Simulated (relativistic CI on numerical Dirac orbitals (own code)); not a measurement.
# Zeeman pattern of Se 2062.78 Å at 0.05 T

Problem. The line 4s2 4p4 3P_0 – 4s2 4p3 5s 3S°_1 of Se lies at 2062.78 Å (air; NIST Handbook). Calculate its Zeeman pattern at B = 0.05 T, seen across the field, in LS coupling, and compare it with the Doppler width at an assumed gas temperature of 400 K.

Working.
1. Landé factors g = 3/2 + [S(S + 1) − L(L + 1)]/[2J(J + 1)]: lower none (J = 0), upper 2.0000.
2. The unit is μB B/hc = 0.46686 × 0.05 = 0.0233 cm⁻¹, or 1.0 mÅ at this wavelength. A component is shifted by g_u m_u − g_l m_l units. Seen across the field, the strengths for lower J and m are (J + 1)² − m² (π) and ¼(J + m + 1)(J + m + 2) (σ).
3. π components (Δm = 0), symmetric about zero, as shift (strength, strongest of all = 100): 0.000 (100).
4. σ components with Δm = +1, mirrored for −1: 2.000 (50).
5. The centre of the σ group lies at ḡ = 2.000 units, 2.0 mÅ from the line centre.
6. The Doppler width is 7.16 × 10⁻⁷ λ √(T/M) = 3.3 mÅ (FWHM, M = 80), so the sum of Gaussians is one broadened peak; the two σ groups show as separate peaks only through a polariser.

Check. A relativistic CI calculation gives g = none (J = 0) and 1.9936 for the two levels. The nearest fine-structure partner lies 545 cm⁻¹ away, 23341 Zeeman units, so the weak-field formulas hold; hyperfine structure, which matters at weak fields for isotopes with nuclear spin, is neglected.
